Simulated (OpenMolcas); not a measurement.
V²⁺: the spin-orbit constant, Racah parameters, worked from levels

| Item | Value |
| --- | --- |
| Program | OpenMolcas 26.06 |
| Basis | ANO-RCC-VTZP [6s5p3d2f1g] |
| Scalar Hamiltonian | DKH2, point nucleus |
| Active space | 3 electrons in 10 orbitals (3d 4d) |
| State averaging | 2S+1 = 4 even, 10 roots; 2S+1 = 2 even, 40 roots |
| Spin-orbit coupling | RASSI with atomic mean-field integrals over the reference wave functions, term energies averaged over their components |

Methods: CASSCF; MS-CASPT2, IPEA 0.25 Eh, imaginary shift 0.1 Eh (closed shells correlated: 3s 3p). Measured levels: Sugar and Corliss, J. Phys. Chem. Ref. Data 7, 1191 (1978).

**The spin-orbit constant.** For the Hund term ⁴F of d3, E(J) = (A/2) J(J+1) + constant and ζ = 2S·A = 3A. From J = 3/2 to J = 9/2 the energy changes by 10.5 A.

```csv
Source,E(9/2) - E(3/2),A,ζ
CASSCF,636.9,60.7,182
MS-CASPT2,637.3,60.7,182
measured,583.8,55.6,167
```

All in cm-1. MS-CASPT2 is off by +9.2 % and CASSCF by +9.1 %. Both methods take the spin-orbit matrix elements from the reference wave functions, so the second can move ζ only through the term energies and any multistate remixing. Second-order mixing with other terms is absorbed into this ζ.

**Racah parameters.** Above ⁴F, d3 has ⁴P at 15B, ²G at 4B + 3C and ²H at 9B + 3C. The first two fix B and C, and the third tests them; where it misses by thousands of cm-1, two parameters do not describe the configuration (Trees and configuration-interaction terms are left out) and B and C hang on the terms chosen. Term energies are centres of gravity, weighted by 2J + 1.

```
   Source     ⁴P     ²G    B     C   C/B  ²H from B, C  ²H found
   CASSCF  14130  14074  942  3435  3.65         18783     18687
MS-CASPT2  11678  11907  779  2931  3.76         15804     16993
 measured  11330  11752  755  2910  3.85         15525     16565
```

Energies in cm-1. From CASSCF to MS-CASPT2, B changes by -17.3 % and C by -14.7 %. Against the measured terms, MS-CASPT2 has B off by +3.2 % and C by +0.7 %.

CASPT2 breaks the degeneracy within a term, and the mean is taken; among the terms shown or strongly mixed into the levels shown the widest spread is 830 cm-1 (3d³ ⁴F, MS-CASPT2). Active for correlation alone: 4d; no level in the range computed is led by a configuration that fills it, so any true level of that kind is missing. Without dynamic correlation excited terms often stand tens of per cent too high (terms of higher spin than the ground term too low), and those without a measured partner can miss by more than the paired ones (holds for CASSCF). The CASPT2 spread within a term exceeds the gap to the next term for 3d³ ⁴P and 3d³ ²G, so the order of their levels is uncertain (holds for MS-CASPT2). Measured partners are found by configuration, term and J. A level has none where our copy of the source lacks it or the pairing is in doubt (some pairs that miss far off the trend of their configuration count as doubtful), and it then counts in no deviation. Levels of configurations outside the active space are missing.
